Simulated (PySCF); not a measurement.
Working out the ionisation energy of Hg

Hg [Xe] 4f14 5d10 6s2 (1S) → Hg⁺ [Xe] 4f14 5d10 6s1 (2S). Computed with PySCF 2.14 in def2-QZVPPD with the def2 core potential (60 electrons), with scalar relativity through the core potential. Frozen: nothing. Energies in hartree (1 hartree = 27.21139 eV):

| part | Hg (lower) | Hg⁺ (upper) |
| --- | --- | --- |
| UHF | -152.554579 | -152.242343 |
| MP2 opposite-spin | -0.483379 | -0.430610 |
| MP2 same-spin | -0.233072 | -0.210685 |

Task: What does Hartree-Fock give?

Result: (-152.242343) − (-152.554579) = 0.312236 hartree = 8.496 eV.

Task: What do MP2 and SCS-MP2 (6/5 opposite-spin, 1/3 same-spin) give?

Result: The opposite-spin parts differ by 1.436 eV and the same-spin parts by 0.609 eV. MP2: 8.496 + (1.436) + (0.609) = 10.541 eV. SCS-MP2: 8.496 + 1.2 × (1.436) + (0.609)/3 = 10.422 eV.

Measured between the centres of the two terms (NIST): 10.438 eV, so MP2 (valence and next inner shell) is off by 0.103 eV.

What remains against the reference includes basis incompleteness and correlation beyond second order.
